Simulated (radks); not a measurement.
Values are calculated unless marked as measured or tabulated.
Mg II, configuration [Ne] 3s1. Level of theory: Dirac Kohn-Sham, PBE, spin-unpolarised, spherical densities, point nucleus (a radial shooting solver on a logarithmic mesh with Libxc functionals).

Radial electron density D(r) = 4 pi r^2 rho(r):

r (bohr),D(r) (e/bohr)
0.004171,0.2222
0.004741,0.2829
0.005388,0.3594
0.006075,0.4490
0.006905,0.5680
0.007848,0.7166
0.00892,0.9012
0.01006,1.114
0.01143,1.391
0.01299,1.729
0.01476,2.138
0.01678,2.628
0.01892,3.171
0.0215,3.847
0.02444,4.628
0.02778,5.514
0.03132,6.436
0.0356,7.500
0.04046,8.623
0.04598,9.760
0.05226,10.86
0.05892,11.79
0.06697,12.60
0.07612,13.14
0.08651,13.34
0.09754,13.19
0.1109,12.64
0.126,11.76
0.1432,10.64
0.1628,9.463
0.1835,8.470
0.2086,7.717
0.237,7.420
0.2694,7.636
0.3038,8.250
0.3452,9.178
0.3924,10.14
0.446,10.84
0.5069,11.07
0.5715,10.72
0.6495,9.765
0.7382,8.326
0.839,6.623
0.946,5.007
1.075,3.466
1.222,2.252
1.389,1.409
1.579,0.8986
1.78,0.6459
2.023,0.5229
2.299,0.4673
2.613,0.4195
2.946,0.3568
3.348,0.2714
3.806,0.1829
4.325,0.1080
4.916,0.05504
5.543,0.02515
6.3,0.009079
7.16,0.002650
8.138,0.0006112
9.175,0.0001221

D(r) has 2 maxima, at r = 0.0872, 0.499 bohr, and minima at 0.239 bohr, inside which lie 2.21 electrons.
